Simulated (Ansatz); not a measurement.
Two structures, one formula

The two ends of one reaction step of ZnH3ClF2, closed shell (PBE0-D4/def2-TZVP).

A:

Zn1  (-1.246, -0.047, -0.402)
H2  (0.828, -0.305, -1.273)
Cl3  (-2.112, -0.424, -2.256)
H4  (0.681, 0.341, 1.658)
F5  (-0.875, 0.311, 1.298)
H6  (1.107, -0.163, -0.581)
F7  (1.618, 0.287, 1.556)
(Å)

B:

Zn1  (-0.665, -0.215, -1.085)
H2  (0.897, -0.267, -1.088)
Cl3  (-2.654, -0.300, -1.770)
H4  (0.067, 0.306, 1.412)
F5  (-0.840, 0.273, 1.129)
H6  (1.543, 0.002, 0.238)
F7  (1.653, 0.201, 1.164)
(Å)

Program: Ansatz 0.2.0. Basis: def2-TZVPP. Cores are frozen in the correlated methods. The 3s and 3p shells of Cu and Zn are frozen; filled d shells are correlated. B3LYP uses VWN-RPA correlation.

Question: Which structure is lower at CCSD(T), and by how much? (An estimate is asked for; the value comes from the calculation.)

Answer: Computed: A, by 0.201 eV (electronic energy, against the other). By their contacts, A is a complex of ZnClF + HF + H₂ and B is a complex of ZnHCl ([Cl][ZnH]) + HF + HF.

Question: Do the other methods give the same order? (A judgement: the text doesn't fix the answer.)

Answer: By the calculation: Not all: SPW92 gives the other order.

```
      method  E(B) − E(A) (eV)
       SPW92            -0.124
      PBE-D4             0.094
     BLYP-D4             0.193
   r2SCAN-D4             0.154
      B97M-V             0.087
     PBE0-D4             0.107
    B3LYP-D4             0.185
  r2SCAN0-D4             0.152
    BHLYP-D4             0.216
CAM-B3LYP-D4             0.167
     wB97X-V             0.203
     wB97M-V             0.147
      B2PLYP             0.219
    PBE-QIDH             0.170
  RPA on PBE             0.212
          HF             0.359
         MP2             0.221
        CCSD             0.219
     CCSD(T)             0.201
```

No T1 diagnostic of these runs exceeds 0.014.

Labels in which every atom is bracketed show which atoms are joined, not bond orders.

For scale, one of the runs: CCSD(T)/def2-TZVPP, 210 basis functions, launched by `ansatz run in.yaml --threads 8 --pin off --events-out ev --progress --plain --max-ram 19148MiB`. Hardware: 8 CPU threads of an Intel Xeon Platinum 8488C, shared host. Wall time 28 s; peak host memory 3 GiB.
